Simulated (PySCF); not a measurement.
Zr(F)3(OH)(OH2) (F3H3O2Zr), SMILES [OH][Zr](<-[OH2])([F])([F])[F], multiplicity 1.

Coordinates come from a B3LYP-D3(BJ)/def2-SVP optimisation. The multiplicity is an assumed one; no other spin state was optimised. The structure was generated by enumeration; whether it is a known compound was not checked. The def2 effective core potentials stand for the cores of Zr; spin–orbit coupling is left out. Other conformers were not sampled.

The numbers are results of PBE0/def2-TZVP in PySCF, not measurements.

Symmetry labels are those of the subgroup Cs that the program uses (full group Cs).

Computed valence orbital energies around the gap with their symmetry:
```tsv
orbital	symmetry	energy (eV)
HOMO−7	A"	-11.70
HOMO−6	A'	-11.29
HOMO−5	A"	-11.14
HOMO−4	A'	-11.08
HOMO−3	A"	-11.07
HOMO−2	A'	-10.65
HOMO−1	A'	-9.50
HOMO	A"	-9.50
LUMO	A'	-0.49
LUMO+1	A"	-0.31
LUMO+2	A'	-0.25
LUMO+3	A'	0.38
```
